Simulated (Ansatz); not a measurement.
Consider the redistribution: `O[SiH](F)CF` + `N[SiH](F)Br` → `FC[SiH2]F` + `N[Si](O)(F)Br`.

Isolated molecules relaxed with PBE0-D4/def2-TZVP in Ansatz; ΔE leaves out vibrations. CCSD(T)/CBS is the MP2 limit (def2-TZVPP, def2-QZVPP) plus CCSD(T) − MP2 in def2-TZVPP, frozen cores. DFT in def2-TZVPP. HSE06 is defined as in plane-wave codes. For Br outer-core shells are correlated without core-valence functions, which leaves a few kJ/mol of doubt a bond. Scalar relativity is left out up to krypton. One conformer a species, not always the lowest.

Problem. Is it downhill or uphill in electronic energy at CCSD(T)/CBS, and by how much? (An estimate is asked.)

Solution. Computed: Uphill: ΔE = +5.7 kJ/mol.

Problem. What do these levels give: PBE-D4, BHLYP-D4, ωB97X-V, PBE-QIDH, HSE06, BHLYP? (Estimate.)

Solution. The calculation gave: PBE-D4 5.4, BHLYP-D4 4.7, ωB97X-V 6.2, PBE-QIDH 4.8, HSE06 5.1, BHLYP 6.1 kJ/mol.

Largest T1 diagnostic among the species: 0.012.

Leaving LDA and LC-ωPBE aside and taking each functional with its dispersion term where it has one, the values, not all of them listed here, spread over 4.3 kJ/mol, from B97M-V to B2PLYP.
